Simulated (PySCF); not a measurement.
Isomers of C4H9FSi2, one GFN2-xTB conformer each. Single-point energies are computed at PBE0/pcSseg-1 (PySCF, gas phase, no added dispersion term), electronic only.

**Question.** Rank them by PBE0/pcSseg-1 energy, lowest first (kcal/mol).
A. `[C@H]1([SiH3])C[Si@@H](F)C1=C`
B. `[CH3:1][C:2]#[C:3][Si@H:4]([F:5])[CH2:6][SiH3:7]` with C3–Si4–C6–Si7 174°

**Answer.** B (0.0), A (5.5).

As drawn, the lower has a C≡C bond, which the higher lacks; the higher has a four-membered ring and a C=C bond outside aromatic rings, which the lower lacks. GFN2-xTB itself gives, in the same order: 4.3, 0.0. GFN2-xTB puts C=C1[C@@H]([SiH3])C[Si@H]1F lowest instead.

**Question.** Which frontier levels, dipoles and rotational constants go with these structures?

**Answer.** 
| SMILES | HOMO (eV, PBE0/pcSseg-1) | LUMO (eV) | dipole (D) | A, B, C (MHz) |
| --- | --- | --- | --- | --- |
| CC#C[Si@H](F)C[SiH3] | -7.84 | -0.21 | 3.01 | 4121, 669.9, 604.7 |
| C=C1[C@@H]([SiH3])C[Si@H]1F | -7.41 | -0.95 | 1.86 | 2598, 1232, 1057 |
